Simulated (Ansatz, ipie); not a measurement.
NH3 (SMILES N), multiplicity 1, with the N1–H2 bond stretched and the rest rigid; cc-pVDZ, all electrons correlated; total energies in hartree.
Geometry at rest (charge 0, multiplicity 1):
```xyz
4

N      0.00036    -0.00091     0.11165
H     -0.58557    -0.73738    -0.26462
H     -0.34891     0.87822    -0.25226
H      0.93195    -0.13449    -0.26464
```

Phaseless AFQMC takes the named determinant as trial and start, 200 walkers, a time step of 0.005 inverse hartree and 600 blocks of 25 steps, of which the first fifth is dropped; its bars are rough statistical errors and leave out the phaseless and time-step bias. At long bonds its restricted trial need not be the state that the restricted coupled-cluster runs follow.

Run with Ansatz (Gaussian orbitals); ipie for AFQMC. 

```csv
level,R = 1.01 Å,R = 1.32 Å,R = 1.62 Å,R = 2.03 Å,R = 2.64 Å
R-HF,-56.1955,-56.1464,-56.0751,-55.9961,-55.9169
U-HF,-56.1955,-56.1464,-56.0859,-56.0680,-56.0663
R-MP2,-56.3844,-56.3417,-56.2773,-56.2110,-56.1621
U-MP2,-56.3844,-56.3417,-56.2568,-56.2185,-56.2122
R-CCSD,-56.4004,-56.3595,-56.2999,-56.2463,-56.2168
R-CCSD(T),-56.4042,-56.3642,-56.3064,-56.2582,-56.2437
U-CCSD(T),-56.4042,-56.3642,-56.3053,-56.2527,-56.2343
R-CCSDT(Q),-56.4049,-56.3649,-56.3074,-56.2591,-56.2378
AFQMC@RHF,-,-,-56.3051 ± 0.0018,-56.2375 ± 0.0024,-56.1852 ± 0.0034
AFQMC@UHF,-56.4051 ± 0.0022,-56.3665 ± 0.0023,-56.3055 ± 0.0017,-56.2568 ± 0.0012,-56.2333 ± 0.0010
```

AFQMC runs whose block means still drift are left out.

Doubts at one or more of the structures used: a spin-contaminated determinant (U-HF/cc-pVDZ, U-MP2/cc-pVDZ, U-CCSD(T)/cc-pVDZ); other coupled-cluster roots lie near (R-CCSD/cc-pVDZ, R-CCSD(T)/cc-pVDZ, R-CCSDT(Q)/cc-pVDZ); T1 above 0.05 (R-CCSD/cc-pVDZ, R-CCSD(T)/cc-pVDZ, U-CCSD(T)/cc-pVDZ, R-CCSDT(Q)/cc-pVDZ).

Ansatz is a program for electronic structure.
